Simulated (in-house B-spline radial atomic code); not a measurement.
A fraction x of an electron is removed from 3d in Zr V (Zr4+), starting from [Ar] 3d10 4s2 4p6 and keeping the highest spin. All numbers are computed (scalar-relativistic (X2C) PBE, spin-polarised, spherical fractional occupations; Fermi nucleus of rms radius 4.2694 fm) with a radial B-spline atomic code at the basis-set limit, not measured.

| x | E(x) - E(0) (eV) | 3d down level (eV) |
| --- | --- | --- |
| 0 | 0.0000 | -217.481 |
| 0.06 | 13.1134 | -219.634 |
| 0.16 | 35.2569 | -223.239 |
| 0.34 | ? | ? |
| 0.45 | 101.5247 | -233.808 |
| 0.5 | 113.2611 | -235.648 |
| 0.6 | 137.0104 | -239.341 |
| 0.65 | 149.0238 | -241.195 |
| 0.76 | ? | ? |
| 0.93 | 218.0211 | -251.668 |
| 1 | 235.7302 | -254.310 |

Problem. What belongs in the row x = 0.34?

Solution. An energy change of 76.0276 eV; 3d down at -229.779 eV.

Problem. What belongs in the row x = 0.76?

Solution. An energy change of 175.7803 eV; 3d down at -245.291 eV.

Problem. Check Janak's theorem between x = 0.06 and 0.16.

Solution. The slope of the energy is 221.44 eV; the orbital levels give 221.44 eV (-ε of the emptying orbital, averaged over the two points).
